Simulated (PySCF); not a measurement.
PySCF input file for B(Cl)(F)(SiH3) (BClFH3Si), SMILES FB([SiH3])Cl, B3LYP/pcJ-1. Geometry optimised at B3LYP-D3(BJ)/def2-SVP.

```python
import numpy as np
from pyscf import gto, scf, dft
from pyscf.prop.ssc import rks as ssc

mol = gto.M(
    atom='''
    B     0.42659587    0.15529822   -0.00000000
    Cl   -0.66004076    1.54843758   -0.00000000
    F     1.72196527    0.40706962    0.00000000
    Si   -0.33901944   -1.72786727    0.00000000
    H     0.72968518   -2.76821677   -0.00000001
    H    -1.19669342   -1.90259904    1.20958027
    H    -1.19669343   -1.90259904   -1.20958026
    ''',
    basis='pcJ-1',
    charge=0,
    spin=0,
    max_memory=1600,
    verbose=3,
)
mf = dft.RKS(mol, xc='b3lyp')
mf.grids.level = 3
mf.conv_tol = 1e-10
mf.max_cycle = 100
mf.kernel()
j = ssc.SSC(mf)
j.with_fcsd = True
j.max_cycle_cphf = 80
j.conv_tol = 1e-7
e11 = j.kernel()
```

Output:

```
converged SCF energy = -871.474781627836
Reduced spin-spin coupling constant K (Hz)
               #0        #1        #2        #3        #4
        0 B    0.00000
        1 Cl -35.25337   0.00000
        2 F  -24.71737 -14.92823   0.00000
        3 Si  64.05299  15.26224   9.94129   0.00000
        4 H    0.71727   1.51952  -0.18323  34.49245   0.00000
        5 H    0.67260  -0.04237   0.46248  34.08766   0.07832
        6 H    0.67260  -0.04243   0.46248  34.08742   0.07833
               #5        #6
        5 H    0.00000
        6 H   -0.16140   0.00000
Spin-spin coupling constant J (Hz)
               #0        #1        #2        #3        #4
        0 B    0.00000
        1 Cl -34.62243   0.00000
        2 F  -232.93986 -43.00523   0.00000
        3 Si -127.50643  -9.28715 -58.04853   0.00000
        4 H    7.18129   4.65049  -5.38111 -213.96912   0.00000
        5 H    6.73410  -0.12967  13.58214 -211.45805   2.44371
        6 H    6.73410  -0.12985  13.58221 -211.45656   2.44386
               #5        #6
        5 H    0.00000
        6 H   -5.03572   0.00000
```

Self-consistency was reached.

Cost: around 3 core-minutes (rough).
